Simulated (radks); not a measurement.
The numbers below are computed, except where a source is named.
The mean radii <r> (bohr) of the occupied orbitals of an atom or ion are listed with their occupations. Level of theory: Dirac Kohn-Sham, PBE, spin-unpolarised, spherical densities, finite nucleus; Fermi nuclear charge, rms radius of each element as measured or else 0.836 A^(1/3) + 0.57 fm (a radial shooting solver on a logarithmic mesh with Libxc functionals).

| orbital | occ. | <r> |
|---|---|---|
| 1s1/2 | 2 | 0.02771 |
| 2s1/2 | 2 | 0.1133 |
| 2p1/2 | 1 | 0.09461 |

Name the element and its charge. Open shells, if any, fill j = l - 1/2 first.

Answer. Z = 52, tellurium, charge +47: Te47+ in [He] 2s2 2p1. The 1s radius gives Z: for a bare nucleus <r> = (2 gamma + 1)/(2Z) with gamma = sqrt(1 - (Z/c)^2), 0.02741 bohr for Z = 52, and screening makes it slightly larger (0.02771 here). The occupations add up to 5, and the charge is Z minus that.
